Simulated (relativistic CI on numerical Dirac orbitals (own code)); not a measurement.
**One change at a time: Ir LVII**

Base calculation: Dirac-Coulomb-Breit CI, orbitals from a KLI potential per configuration, a model potential for QED, unscaled Slater integrals.

Configuration list (outside the closed core [Ne]): 3s²3p⁶3d³, 3s²3p⁵3d⁴, 3s3p⁶3d⁴, 3s²3p⁶3d²4s, 3s²3p⁶3d²4p, 3s²3p⁶3d²4d, 3s²3p⁵3d³4s, 3s²3p⁶3d²4f, 3s²3p⁵3d³4p, 3s3p⁶3d³4s, 3p⁶3d⁴4p, 3s3p⁶3d³4p, 3s²3p⁶3d4s4p, 3s²3p⁶3d²5s, 3s²3p⁶3d²5p, 3s²3p⁶3d²5d, 3s²3p⁶3d4p4d, 3s²3p⁶3d²5f, 3s²3p⁶3d²5g, 3s3p⁶3d²4s4p, 3s²3p⁶3d²6s, 3p⁶3d⁵, 3p⁵3d⁶, 3p⁵3d⁵4s, 3p⁶3d⁴4s, 3p⁵3d⁴4s², 3s²3p⁶3d4s², 3s²3p⁶4s²4p, 3s²3p⁶4s²4d, 3s²3p⁶3d4p², 3s²3p⁶4s4p², 3s²3p⁶4p³, 3s²3p⁶4p²4d, 3s²3p⁵3d4s4p², 3s²3p⁶3d4s4d, 3s²3p⁶4s4p4d, 3s²3p⁶4s4d², 3s²3p⁵3d4s²4d, 3s²3p⁶3d4d², 3s²3p⁶4p4d², 3s²3p⁶4d³, 3s²3p⁵3d4s4d², 3s3p⁶3d²4s², 3s3p⁶3d4s²4p, 3s3p⁶3d4s²4d. Double excitations out of closed p, d and f shells are left out; levels of such configurations are missing from the list, as are those of other unlisted configurations, and high levels can miss mixing partners. These lack a partner that the ground configuration has and come out too high: 3s²3p⁵3d³4p.

Variants: (1) QED terms removed; (2) only the first 3 configurations. Shifts of the energy above 3s²3p⁶3d³ ⁴F3/2, in cm⁻¹, for the lowest level and the first level of each name with at least 55 % of one term (blank where a level changes its place among those of its configuration and J or its character, or is not in the variant):

```
           Level     Base   Δ(1)   Δ(2)
 3s²3p⁶3d³ ⁴F3/2        0      0      0
 3s²3p⁶3d³ ⁴F5/2   644151  -1833   -648
 3s²3p⁶3d³ ⁴P1/2   747004  -1808   -538
 3s²3p⁶3d³ ⁴F7/2  1364292  -3647   -958
 3s²3p⁶3d³ ²P1/2  1479536  -3647   -700
3s²3p⁶3d³ ²H11/2  1485277  -3671  -1262
 3s²3p⁶3d³ ²F7/2  1570997  -3629   -883
 3s²3p⁶3d³ ²D3/2  1755449  -3679   +994
```

At this charge energies of transitions that change n are usually good to better than 1 %, and those within a shell (Δn = 0) to a few per cent.

Ionisation energy from the two ground configurations alone: base 5608.59 eV. The NIST ASD value (theoretical) is 5609 eV.

LS names give the leading component of a level, which can be under half, so a name can repeat, a term be missing and a line seem to break the LS rules.
